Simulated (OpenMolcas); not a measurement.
**Ionisation energies of scandium**

| Quantity | Value |
| --- | --- |
| Program | OpenMolcas 26.06 |
| Basis | ANO-RCC-VDZP [5s4p2d1f] |
| Scalar Hamiltonian | DKH2, point nucleus |
| Spin-orbit coupling | RASSI with atomic mean-field integrals over the reference wave functions, term energies averaged over their components |

Active shells in each charge state: the valence d, s shells, with orbitals averaged over the low states. Where CASPT2's correlated closed shells are named, they are those of the first ion.

A. CASSCF
B. SS-CASPT2, IPEA 0.25 Eh, imaginary shift 0.1 Eh (closed shells correlated: 3s 3p)
C. SS-CASPT2, IPEA 0.25 Eh, imaginary shift 0.1 Eh (closed shells correlated: 2s 2p 3s 3p)
D. SS-CASPT2, IPEA 0 Eh, imaginary shift 0.1 Eh (closed shells correlated: 3s 3p)

Energies in eV between the lowest computed levels, named as in B; reference values from the NIST Atomic Spectra Database with their kind.

```csv
From,To,A,B,C,D,Spin-orbit share in B,Reference
Sc 3d 4s² ²D_3/2,Sc+ 3d 4s ³D₁,5.414,6.168,6.169,6.242,-0.001,6.561 (measured)
Sc+ 3d 4s ³D₁,Sc2+ 3d ²D_3/2,12.051,12.706,12.713,12.752,-0.003,12.800 (measured)
```

Error against the reference values, in %:

```
From  Reference      A     B     C     D
  Sc   measured  -17.5  -6.0  -6.0  -4.9
 Sc+   measured   -5.9  -0.7  -0.7  -0.4
```

Mean absolute error over the 2 measured values: A 0.95 eV, B 0.24 eV, C 0.24 eV, D 0.18 eV. D lies closest.

The lowest level within the active space need not be the ion's true ground level.
